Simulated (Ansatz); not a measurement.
A nudged elastic band was laid between two geometries of ClH5NO3Ta + H3P (15 atoms, charge 0, multiplicity 1).

The calculation used RKS PBE/def2-SVP in Ansatz 0.2.0.

| Item | Value |
| --- | --- |
| movable images | 7 |
| climbing image | yes |
| spring | 5.0 eV/Å² |
| optimiser | quadratic models (default) |
| start path | through a guess of the saddle point |
| force threshold | 0.05 eV/Å |
| iteration limit | 60 |
| end points | relaxed |

First end point:

```xyz
15
Properties=species:S:1:pos:R:3
Ta -0.028 -0.536 -0.523
Cl 1.984 -1.760 -1.160
O 0.931 -0.377 1.161
H 1.743 -0.841 1.427
O -0.616 -1.019 -2.281
H -0.295 -1.611 -2.982
O -0.299 1.343 -0.691
H -0.086 1.959 0.056
N -1.547 -1.448 0.367
H -1.654 -1.525 1.382
H -2.376 -1.795 -0.124
P 0.813 2.717 2.082
H 0.392 2.028 3.268
H 0.914 4.001 2.725
H 2.202 2.398 2.251
```

Last end point:

```xyz
15
Properties=species:S:1:pos:R:3
Ta -0.691 0.533 0.238
Cl 3.159 -1.078 -0.483
O -1.290 0.675 2.066
H -0.989 0.723 2.987
O 0.381 0.337 -1.326
H 1.290 0.044 -1.534
O -2.099 1.585 -0.545
H -2.978 1.777 -0.176
N -0.835 -1.448 0.403
H -1.311 -1.921 1.177
H -0.587 -2.109 -0.340
P 1.293 1.915 1.253
H 1.665 1.118 2.392
H 2.478 1.608 0.494
H 2.591 -0.223 0.352
```

(1) What changes between the two ends?

(2) What energy profile does the band end with?

(3) What is the geometry of the highest image?

Results:

(1) Bonds broken: Ta1–Cl2, P12–H15. Bonds formed: Ta1–P12, Cl2–H15. ClH5NO3Ta + H3P becomes ClH + H7NO3PTa.

(2) It converged. The highest image is number 7 of 0 to 8, 31.6 kcal/mol above the first end and 2.1 kcal/mol above the last; the last end lies 29.6 kcal/mol above the first. The profile has 2 maxima (images 4, 7) with wells between them (image 5): this band takes more than one step, which may be the mechanism or a detour left from its start path. A vibrational analysis at the climbing image gives one clearly imaginary mode, 68i cm⁻¹: a first-order saddle point. The orbitals stay closed-shell, which can raise the energy where a bond breaks towards radicals; this wasn't checked here.

```tsv
image	path coordinate (Å)	energy (kcal/mol)	Ta1–Cl2 (Å)	P12–H15 (Å)	Ta1–P12 (Å)
0	0.00	0.0	2.44	1.43	4.25
1	1.79	0.6	2.44	1.44	4.31
2	3.57	1.6	2.44	1.44	4.36
3	5.36	2.1	2.45	1.44	4.23
4	7.15	3.2	2.46	1.43	3.85
5	8.94	1.8	2.51	1.43	2.96
6	10.73	10.0	2.60	1.43	2.90
7	12.53	31.6	3.41	2.06	2.65
8	15.09	29.6	4.24	2.66	2.62
```

(3) 
```xyz
15
Properties=species:S:1:pos:R:3
Ta -0.555 0.447 0.291
Cl 2.433 -1.184 0.521
O -0.681 0.228 2.197
H -0.091 -0.052 2.917
O 0.374 0.347 -1.387
H 1.252 -0.077 -1.482
O -2.003 1.613 -0.117
H -2.936 1.402 -0.292
N -1.203 -1.424 0.061
H -1.497 -2.025 0.838
H -1.061 -1.978 -0.791
P 1.400 2.103 0.974
H 2.012 1.879 2.250
H 2.591 2.106 0.181
H 2.041 0.151 0.796
```

The run took 12 min on 4 threads of Arm Neoverse V2, on a shared host, peak memory 0.28 GiB.
